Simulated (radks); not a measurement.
Task: The mean radii <r> (bohr) of the occupied orbitals of an atom or ion are listed with their occupations. Calculated with a radial shooting solver on a logarithmic mesh with Libxc functionals: scalar-relativistic Kohn-Sham, OLYP, spin-polarised, spherical densities, finite nucleus; Fermi nuclear charge, rms radius of each element as measured or else 0.836 A^(1/3) + 0.57 fm.

| orbital | occ. | <r> |
|---|---|---|
| 1s up | 1 | 0.04023 |
| 1s down | 1 | 0.04018 |
| 2s up | 1 | 0.1707 |
| 2s down | 1 | 0.1712 |
| 2p up | 3 | 0.1474 |
| 2p down | 1 | 0.1481 |

Name the element and its charge. Open shells, if any, are filled with parallel spins first.

Result: Z = 37, rubidium, charge +29: Rb29+ in [He] 2s2 2p4. The 1s radius gives Z: for a bare nucleus <r> = (2 gamma + 1)/(2Z) with gamma = sqrt(1 - (Z/c)^2), 0.03954 bohr for Z = 37, and screening makes it slightly larger (0.04023 here). The occupations add up to 8, and the charge is Z minus that.
